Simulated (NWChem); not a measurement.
System: GeH₂OCl₂; SMILES [OH][GeH]([Cl])[Cl]

Here is an NWChem input.

```
start job
memory heap 200 mb stack 900 mb global 1100 mb
geometry units angstroms
  Ge    -0.154564    -0.170954     0.381410
  O     -1.541528    -1.023013    -0.236156
  Cl    -0.374204     1.873523    -0.103760
  Cl     1.456417    -1.034585    -0.616766
  H     -0.071365    -0.371802     1.879431
  H     -2.385803    -0.577824    -0.274614
end
basis spherical
  * library def2-svp
end
dft
  xc xpbe96 cpbe96
  disp vdw 4
  iterations 150
end
driver
  maxiter 120
end
task dft optimize
task dft freq
```

The level has its own optimisation; frequencies are unscaled.

Problem. What results follow from this input? (PBE-D3(BJ)/def2-SVP.) Quantities: r Ge–O (Å); r Cl–Ge (Å); r Ge–H (Å); r H–O (Å); highest harmonic frequency (cm⁻¹); lowest (cm⁻¹); zero-point energy (kcal/mol); dipole (D).

Solution. 
| Property | Result |
|---|---|
| r Ge–O (Å) | 1.776 |
| r Cl–Ge (Å) | 2.168 |
| r Ge–H (Å) | 1.536 |
| r H–O (Å) | 0.977 |
| highest harmonic frequency (cm⁻¹) | 3720 |
| lowest (cm⁻¹) | 143 |
| zero-point energy (kcal/mol) | 14.9 |
| dipole (D) | 0.69 |
